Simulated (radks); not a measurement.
Results of a calculation; reference values are marked as such.
Question: Radial electron density D(r) = 4 pi r^2 rho(r) of an atom or ion with 51 electrons. Code: a radial shooting solver on a logarithmic mesh with Libxc functionals. Model: scalar-relativistic Kohn-Sham, PBE, spin-polarised, spherical densities, finite nucleus; Fermi nuclear charge, rms radius of each element as measured or else 0.836 A^(1/3) + 0.57 fm.

r (bohr),D(r) (e/bohr),spin D(r)
0.001979,5.800,-0.0000653
0.002639,9.224,-0.0000982
0.00352,14.34,-0.000137
0.004695,21.61,-0.000163
0.006262,31.28,-0.000116
0.008352,42.91,0.000167
0.01105,54.56,0.00104
0.01474,63.98,0.00336
0.01966,67.44,0.00862
0.02622,64.07,0.0189
0.03497,58.93,0.0356
0.04664,61.65,0.0545
0.06221,75.48,0.0612
0.08297,86.78,0.0373
0.1107,78.70,-0.00417
0.1476,62.67,0.00628
0.1969,65.46,0.0935
0.2626,71.99,0.108
0.3502,50.18,0.00502
0.4671,25.27,0.0994
0.623,25.09,0.294
0.8309,24.90,0.0746
1.099,14.24,0.0232
1.466,6.228,0.802
1.956,3.605,1.57
2.609,2.019,1.31
3.479,0.6765,0.527
4.64,0.1160,0.102
6.189,0.008680,0.00822
8.255,0.0002094,0.000206

What is the nuclear charge?

Answer: Z = 52. The innermost maximum, from 1s, lies near gamma/Z bohr with gamma = sqrt(1 - (Z/c)^2) = 0.925, here 0.0178 bohr (found: 0.0195), and its height grows with Z. The density is that of the tellurium ion Te+ in [Kr] 4d10 5s2 5p3; the configuration itself is not fixed sharply by these data, and Z only to a few units. D(r) has 4 maxima, at r = 0.0195, 0.0864, 0.250, 0.725 bohr, and minima at 0.0379, 0.164, 0.527 bohr, inside which lie 1.98, 11.18, 28.92 electrons.
